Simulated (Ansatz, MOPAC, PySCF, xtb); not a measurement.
Torsion H4–C1–Ge2–N3 in CH7GeN (SMILES [CH3][GeH2][NH2]); at each angle all else is relaxed with GFN2-xTB, and the levels are single points there.
Geometry at 60° (charge 0, multiplicity 1):
```xyz
10

C      1.311     0.565    -0.012
Ge    -0.133    -0.788    -0.088
N     -0.145    -1.978     1.283
H      2.287     0.086    -0.025
H      1.258     1.243    -0.858
H      1.236     1.155     0.898
H     -0.025    -1.631    -1.325
H     -1.488    -0.143    -0.045
H     -0.318    -1.596     2.202
H      0.657    -2.589     1.349
```

On the grid 0° to 120°, 120° is the highest and 60° the lowest point at MP2/CBS(cc-pVTZ, cc-pVQZ) + ΔCCSD(T)/cc-pVTZ.

Cores are frozen in the correlated methods. Filled d and f shells under p-block atoms count as core. Rows in 6-31G* carry no dispersion term and start afresh at each structure (6-31G* with six Cartesian d functions); the Pople sets are all-electron and without relativity. MP2/6-31G* freezes PySCF's default core, which leaves 3d correlated. The state that AM1 reach isn't checked.

The values were computed with Ansatz (a quantum-chemistry and plane-wave program) with Gaussian orbitals; MOPAC for AM1 (differences of heats of formation); PySCF for 6-31G* rows, M06-2X, the dispersion terms; xtb for the GFN methods. 

```csv
level,energy at 120° less that at 60° (kcal/mol)
GFN-FF,1.33
AM1,0.24
PBE/def2-TZVPP,0.97
B3LYP/def2-TZVPP,1.04
PBE0-D4/def2-TZVPP,1.06
M06-2X/def2-TZVPP,1.04
wB97M-V/def2-TZVPP,1.05
MP2/6-31G*,1.23
CCSD(T)/cc-pVDZ,___
```

**Question.** Complete the blanks.

**Answer.** 
- CCSD(T)/cc-pVDZ, energy at 120° less that at 60° (kcal/mol): 1.15
